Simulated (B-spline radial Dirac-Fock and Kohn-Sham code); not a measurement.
**X-ray form factors of osmium in several charge states**

Calculated with an atomic code on a B-spline grid, using Dirac-Fock orbitals of the configuration average with a finite nucleus.

Configurations: Os⁹⁺ [Kr] 4d10 4f14 5s2 5p5; Os¹⁰⁺ [Kr] 4d10 4f14 5s2 5p4; Os¹¹⁺ [Kr] 4d10 4f14 5s2 5p3; Os¹²⁺ [Kr] 4d10 4f14 5s2 5p2; Os¹⁴⁺ [Kr] 4d10 4f14 5s2; Os¹⁵⁺ [Kr] 4d10 4f13 5s2. The first column is f₀ of Os⁹⁺, the others are differences from it.

```tsv
s (Å⁻¹)	Os⁹⁺	Δ Os¹⁰⁺	Δ Os¹¹⁺	Δ Os¹²⁺	Δ Os¹⁴⁺	Δ Os¹⁵⁺
0	67.000	-1.000	-2.000	-3.000	-5.000	-6.000
0.05	66.652	-0.971	-1.944	-2.917	-4.869	-5.857
0.1	65.633	-0.888	-1.782	-2.681	-4.493	-5.446
0.15	64.014	-0.762	-1.536	-2.320	-3.916	-4.814
0.2	61.900	-0.609	-1.236	-1.878	-3.206	-4.032
0.25	59.417	-0.447	-0.916	-1.404	-2.436	-3.179
0.3	56.696	-0.292	-0.608	-0.945	-1.681	-2.332
0.35	53.858	-0.157	-0.336	-0.536	-0.998	-1.556
0.4	51.003	-0.049	-0.117	-0.203	-0.430	-0.896
0.45	48.210	+0.028	+0.043	+0.045	+0.003	-0.377
0.5	45.530	+0.077	+0.147	+0.207	+0.299	-0.002
0.6	40.616	+0.106	+0.214	+0.322	+0.537	+0.367
0.7	36.333	+0.081	+0.169	+0.262	+0.463	+0.386
0.8	32.626	+0.041	+0.087	+0.140	+0.265	+0.248
0.9	29.419	+0.006	+0.016	+0.030	+0.070	+0.089
1	26.652	-0.015	-0.029	-0.042	-0.063	-0.027
1.1	24.281	-0.024	-0.048	-0.074	-0.128	-0.085
1.2	22.273	-0.024	-0.049	-0.077	-0.139	-0.098
1.4	19.185	-0.013	-0.028	-0.045	-0.085	-0.055
1.6	17.041	-0.003	-0.007	-0.011	-0.023	-0.006
```
